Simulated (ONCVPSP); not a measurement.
# Scattering properties, ONCV potential for Co

| Item | Value |
| --- | --- |
| Element | cobalt |
| Generator | ONCVPSP 4.0.1 |
| Type | optimised norm-conserving Vanderbilt (ONCV) |
| Functional | LDA (Perdew-Wang 92) |
| Relativity | scalar-relativistic |
| Frozen core | [Ne] 3s2 |
| Valence charge | 15 |
| Reference configuration | 3p6 3d7 4s1.75 4p0.25 |
| Partial waves | 4s: rc 2.40 bohr, ncon 4, nbas 7, qcut 2.3 1/bohr, 1 projector; 3p+4p: rc 1.65 bohr, ncon 4, nbas 9, qcut 8.1 1/bohr, 2 projectors; 3d: rc 1.70 bohr, ncon 4, nbas 7, qcut 10.1 1/bohr, 1 projector |
| Local potential | polynomial inside 1.50 bohr (lpopt 5, dvloc0 6 Ha) |
| Core correction | polynomial model core, fcfact 0.75 |

The phase is arctan(r·R′/R) of the radial function R(r), unwrapped; energies in Ha, scanned from -4 to 5 Ha. A pole is an energy at which the radial function vanishes at the test radius. The pseudo phase is shifted by a multiple of π to meet the all-electron one at the reference energy, and phase errors are pseudo minus all-electron; the curves can meet again beyond the range given. Levels narrower than the energy grid can be missing from the lists of poles.

| channel | radius (bohr) | reference energy (Ha) | poles, all-electron | poles, pseudo | unbroken range about the reference energy with phases within 0.05 rad | phase error 1 Ha above the reference energy (rad) |
| --- | --- | --- | --- | --- | --- | --- |
| s | 2.43 | -0.22 | -3.76, 0.88 | 0.75, 2.98 | -3.7 to 0.9 | -0.035 |
| p | 1.68 | -0.06 | -2.26, 4.94 | -2.26 | the whole range | +0.002 |
| d | 1.73 | -0.33 | -0.00 | 0.02 | -0.7 to 0.4 | +0.079 |

Phases in the s channel:

```tsv
E (Ha)	all-electron	pseudo
-3.98	1.381	-1.756
-3.74	-1.718	-1.764
-3.50	-1.768	-1.773
-3.26	-1.780	-1.784
-3.02	-1.793	-1.796
-2.78	-1.808	-1.811
-2.54	-1.825	-1.828
-2.30	-1.846	-1.850
-2.06	-1.873	-1.877
-1.82	-1.908	-1.913
-1.58	-1.957	-1.962
-1.34	-2.028	-2.035
-1.10	-2.145	-2.154
-0.86	-2.362	-2.374
-0.62	-2.828	-2.841
-0.38	-3.609	-3.612
-0.14	-4.155	-4.155
0.10	-4.411	-4.416
0.34	-4.548	-4.559
0.58	-4.634	-4.655
0.82	-4.698	-4.737
1.06	-4.751	-4.825
1.30	-4.801	-4.963
1.54	-4.856	-5.364
1.78	-4.922	-6.959
2.02	-5.016	-7.538
2.26	-5.178	-7.692
2.50	-5.530	-7.767
2.74	-6.341	-7.816
2.98	-7.096	-7.854
3.22	-7.411	-7.889
3.46	-7.556	-7.923
3.70	-7.638	-7.961
3.94	-7.692	-8.009
4.18	-7.731	-8.078
4.42	-7.760	-8.196
4.66	-7.784	-8.466
4.90	-7.805	-9.304
```
